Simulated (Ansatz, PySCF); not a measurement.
Gas-phase reaction in SMILES: C[SiH3] -> [CH3] (CH3) + [SiH3] (SiH3) (the C-Si bond at the site shown breaks; other sites are not compared here)
Structures are relaxed separately at B3LYP-D3(BJ)/def2-TZVP in Ansatz (a quantum-chemistry and plane-wave program).

Property: bond dissociation energy (electronic energy difference), in kcal/mol. Cores are frozen in the correlated levels unless marked. Open shells are spin-unrestricted. No spin-orbit coupling. Non-relativistic. CBS(X,Y): correlation extrapolated as X^-3; Hartree-Fock from the larger set. [CCSD(T)-MP2]/basis is that difference in the basis named.

RI-MP2/CBS(def2-TZVPPD,def2-QZVPPD)+[CCSD(T)-MP2]/def2-TZVPPD (Ansatz) gives 93.3 kcal/mol.

### Question
Another calculation gave 86.3 kcal/mol. Which level was it?
A) HSE06/def2-TZVPD (Ansatz)
B) MN15/def2-TZVPD (PySCF)
C) HF/def2-TZVPD (PySCF)
D) TPSS/def2-TZVPD (PySCF)

### Answer
D, TPSS/def2-TZVPD (PySCF). The others give 66.1 (HF), 89.4 (HSE06), 93.1 (MN15) kcal/mol.
